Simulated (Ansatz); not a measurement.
`[OH][GeH]([OH])[F]` + GeH₄ → `[OH][GeH]([F])[GeH3]` + H₂O  (formal exchange of groups at a Ge–O bond)

Program: Ansatz. Geometries: PBE0-D4/def2-TZVP. ΔE: electronic, gas phase. CBS: MP2 limit from def2 TZ/QZ plus the TZ coupled-cluster correction, frozen cores. This one scheme is used for every species. Functionals use def2-TZVPP. B3LYP here is the variant with VWN-RPA as its local correlation; programs differ in this. HSE06 is defined as in plane-wave codes. For Ge outer-core shells are correlated without core-valence functions, which leaves a few kJ/mol of doubt a bond. Scalar relativity is left out up to krypton. One conformer a species, not always the lowest.

```
             level  ΔE (kJ/mol)  difference from CCSD(T)/CBS
         revPBE-D4         12.6                         -7.6
            B97M-V         33.5                         13.3
          B3LYP-D4         19.1                         -1.1
          HSE06-D4         14.6                         -5.6
           ωB97M-V         24.5                          4.3
            B2PLYP         27.4                          7.2
          PBE-QIDH         25.0                          4.8
            revPBE         12.5                         -7.7
           r2SCAN0         25.3                          5.1
             BHLYP         30.4                         10.2
       HF/def2-SVP         45.6                         25.4
CCSD(T)/def2-TZVPP         27.7                          7.5
    MP2/def2-QZVPP         24.4                          4.2
SCS-MP2/def2-QZVPP         29.7                          9.5
      HF/CBS(def2)         45.2                         25.0
     MP2/CBS(def2)         21.2                          1.0
       CCSD(T)/CBS         20.2                            0
```

Largest T1 diagnostic among the species: 0.012.

At CCSD(T), def2-SVP lies +21.6 kJ/mol from the extrapolated value and def2-TZVPP +7.5 kJ/mol. From PBE to PBE0 (25 % exact exchange), in def2-TZVPP and without D4, ΔE moves by +4.0 kJ/mol.
